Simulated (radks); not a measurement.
Task: These are the eigenvalues of the occupied orbitals of an atom or ion with whole-number occupations (Ry). Calculated with a radial shooting solver on a logarithmic mesh with Libxc functionals: scalar-relativistic Kohn-Sham, PBE, spin-unpolarised, spherical densities, point nucleus.

orbital  eigenvalue
1s        -1494.481
2s        -242.7602
2p        -221.0800
3s        -68.35656
3p        -61.21010
3d        -49.97656

Which element is it, and in what charge state? The configuration may be excited.

Result: Z = 42, molybdenum, charge +17: Mo17+ in [Ar] 3d7. The list shows which subshells hold electrons but not how many an open one holds; the 1s level, -747.24 hartree, gives Z - s = 38.7 by -(Z - s)^2/2, which with screening and relativity narrows Z to a few neighbours, and the depths of the outer levels then fix element, charge and occupations together.
